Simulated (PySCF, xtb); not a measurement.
SnF, SMILES [F][Sn+] (connectivity only; charge and spin as stated), charge +1, multiplicity 1.

Harmonic wavenumbers (cm⁻¹) from GFN2-xTB in xtb at its own minimum, in rising order: 426.

What does B3LYP-D3(BJ)/def2-TZVP in PySCF give at its own minimum? (An estimate is asked for; the answer gives what the named calculation found.)

676. Paired by order, the mean absolute difference is 250 cm⁻¹ and the zero-point energies are 0.6 and 1.0 kcal/mol.
